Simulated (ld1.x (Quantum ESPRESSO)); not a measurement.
**rhodium (Rh): variants of one TM semilocal potential**

Base potential:

rhodium, norm-conserving Troullier–Martins (semilocal form), made with ld1.x (Quantum ESPRESSO) 7.5 (LDA (PZ), scalar-relativistic). Core [Ar] 3d10, reference 4s2 4p6 4d8 5s1 5p0. Waves: 4s (bound): rc 1.30 bohr; 4p (bound): rc 1.75 bohr; 4d (bound): rc 1.60 bohr. Local part: the d channel. Core correction: none.

Occupied shells without a wave of their own: 5s. They enter only through the test configuration that unscreens the potential.

All-electron outer shells of the reference configuration (LDA (PZ), scalar-relativistic, ld1.x):

```json
{"shell": "3p", "level (eV)": "-482.56", "outermost node (bohr)": "0.15", "outermost maximum (bohr)": "0.34"}
{"shell": "3d", "level (eV)": "-301.01", "outermost node (bohr)": "–", "outermost maximum (bohr)": "0.29"}
{"shell": "4s", "level (eV)": "-82.55", "outermost node (bohr)": "0.47", "outermost maximum (bohr)": "0.88"}
{"shell": "4p", "level (eV)": "-50.53", "outermost node (bohr)": "0.47", "outermost maximum (bohr)": "0.94"}
{"shell": "4d", "level (eV)": "-6.15", "outermost node (bohr)": "0.46", "outermost maximum (bohr)": "1.15"}
{"shell": "5s", "level (eV)": "-4.59", "outermost node (bohr)": "1.19", "outermost maximum (bohr)": "2.63"}
{"shell": "5p", "level (eV)": "-0.97", "outermost node (bohr)": "1.35", "outermost maximum (bohr)": "3.78"}
```

Cutoffs, loose and tight: the cutoffs (Ry, on a coarse ladder) from which the occupation-weighted sum of valence levels, in a spherical-Bessel basis at the reference potential, stays within 10 and 1 mRy of its value at 400 Ry. They do not see the model core or the augmentation charge, which bear on the density cutoff. Test errors are all-electron minus pseudo excitation energies from the reference, over the configurations 4s2 4p6 4d8 5s0 5p0; 4s2 4p6 4d7 5s0 5p0; 4s2 4p6 4d6 5s0 5p0; 4s2 4p6 4d7 5s1 5p1; 4s2 4p6 4d8 5s0 5p1; 4s1 4p6 4d8 5s1 5p0; 4s2 4p6 4d7 5s2 5p0 (two spin-polarised tests are not counted in the largest error). A dash means not determined; rows that change the core or the reference have their own tests. The largest error is taken over the tests solved by every variant that gives reliable tests at all: 4s1 4p6 4d8 5s1 5p0; 4s2 4p6 4d6 5s0 5p0; 4s2 4p6 4d7 5s0 5p0; 4s2 4p6 4d7 5s2 5p0; 4s2 4p6 4d8 5s0 5p0; 4s2 4p6 4d8 5s0 5p1.

Cutoffs are not given where the Bessel-basis levels miss the radial ones by over 6 mRy, ghosts where they miss by over 20 mRy; a channel whose overlap is not positive is not tested.

In the semilocal form every listed channel keeps its own potential, so the choice of the local channel does not act on these tests. It acts once the file is put into the separable form.

A semilocal file is local in each channel, so a ghost entry of none says nothing of the separable form that plane-wave codes build from it.

On the changes marked as counting shells twice: ld1.x takes every shell without a wave as core, so the model core holds the marked electrons as well and exchange and correlation see them twice. This cancels in the reference configuration, but the file is broken for other ones, and its errors say nothing about a proper core correction.

```csv
change,outcome,"cutoff, loose","cutoff, tight",bound ghosts,largest test error (meV)
base,"generated, misses its reference levels by 0.38 eV",90 Ry,140 Ry,none,-1044
local potential the s channel,"generated, misses its reference levels by 0.38 eV",90 Ry,140 Ry,none,-1045
core correction a·sin(br)/r model core inside 0.86 bohr (5s counted twice),"generated, misses its reference levels by 0.38 eV",90 Ry,140 Ry,none,-1500
wave 4s (bound): rc 1.30 bohr becomes 4s (bound): rc 1.78 bohr,"generated, misses its reference levels by 2.72 eV",60 Ry,80 Ry,none,-7323
wave 4d (bound): rc 1.60 bohr becomes 4d (bound): rc 1.68 bohr,"generated, misses its reference levels by 0.38 eV",90 Ry,140 Ry,none,-1047
functional PBE,"generated, misses its reference levels by 0.36 eV",90 Ry,160 Ry,none,-1038
reference 4s2 4p6 4d9 5s0 5p0,generated,90 Ry,140 Ry,none,+932
```

Question: What comes out with this change to the base: all radii scaled by about 1.38 (s 1.80, p 2.42, d 2.22 bohr)?

Answer: outcome: generated, misses its reference levels by 3.09 eV; cutoff, loose: 45 Ry; cutoff, tight: 70 Ry; bound ghosts: none; largest test error (meV): -8415.

Question: What comes out with this change to the base: type PAW, which also changes the form from semilocal to separable; waves now 4s (bound): rcut 1.25, rcutus 1.30 bohr; 5s (bound): rcut 1.25, rcutus 1.30 bohr; 4p (bound): rcut 1.50, rcutus 1.75 bohr; 5p (bound): rcut 1.50, rcutus 1.75 bohr; 4d (bound): rcut 1.40, rcutus 1.60 bohr; 4d channel at 0.25 Ry: rcut 1.40, rcutus 1.60 bohr; local potential all-electron potential smoothed inside 1.60 bohr (lloc = -1); core correction a·sin(br)/r model core, default radius (ld1.x builds one for every PAW set, though the input has nlcc=.false.); augmentation PSQ, inside the norm-conserving radii?

Answer: outcome: generated, overlap not positive; bound ghosts: not determined (overlap not positive); largest test error (meV): -340. A file whose overlap is not positive is unfit for use, and its test errors describe a broken file.
